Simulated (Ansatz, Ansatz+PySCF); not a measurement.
```yaml
atoms:
  - { symbol: Li, position_ang: [-0.0438, -0.0219, -1.1583] }
  - { symbol: P, position_ang: [0.0140, -0.0403, 1.1421] }
```

Basis set: def2-SVP (spherical functions). Correlated methods keep 5 orbitals frozen. Correlation on ROHF uses semicanonical orbitals with singles. Charge 0, multiplicity 3.

Computed with Ansatz (development build ahead of 0.2.0); each method stands on the lowest determinant of its kind that the runs found.

Task: Give the atomization energy at this shape (free ground-state atoms in the same class of orbitals less the molecule, no zero-point energy) of triplet LiP by UHF-CCSD(T), ROHF-MP2, ROHF, UHF.

Result:

| method | atomization energy |
| --- | --- |
| UHF-CCSD(T) | 1.08 eV |
| ROHF-MP2 | 1.03 eV |
| ROHF | 0.50 eV |
| UHF | 0.60 eV |
